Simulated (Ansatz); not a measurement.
`C[SiH](S)CO` and `C[SiH](S)S` differ in one atom or group.

Ansatz, PBE0-D4/def2-TZVP geometries, multiplicity 1. Each molecule was computed in one conformer, which needn't be the lowest.

```
                                      property  `C[SiH](S)CO`
size of the dipole moment (PBE/def2-TZVPP) / D           2.49
           HOMO energy (B3LYP/def2-TZVPP) / eV          -7.15
          HOMO–LUMO gap (PBE0/def2-TZVPP) / eV           7.75
             HOMO energy (PBE/def2-TZVPP) / eV          -5.92
            HOMO energy (PBE0/def2-TZVPP) / eV          -7.37
           LUMO energy (B3LYP/def2-TZVPP) / eV           0.07
```

Problem. Give the same properties after the change, and the shifts. (An estimate is asked.)

Solution. Computed: 
```tsv
property	`C[SiH](S)S`	shift
size of the dipole moment (PBE/def2-TZVPP) / D	0.84	-1.65
HOMO energy (B3LYP/def2-TZVPP) / eV	-7.04	0.11
HOMO–LUMO gap (PBE0/def2-TZVPP) / eV	7.33	-0.42
HOMO energy (PBE/def2-TZVPP) / eV	-6.08	-0.16
HOMO energy (PBE0/def2-TZVPP) / eV	-7.28	0.09
LUMO energy (B3LYP/def2-TZVPP) / eV	-0.20	-0.27
```

With PBE0 the HOMO rises by 0.09 eV and the LUMO falls by 0.32 eV, so the gap narrows by about 0.41 eV. PBE moves the HOMO by -0.16 eV and ωB97M-V by 0.20 eV. Dipoles are sizes alone; their direction can turn.

B3LYP here is the variant with VWN-RPA as its local correlation; programs differ in this.
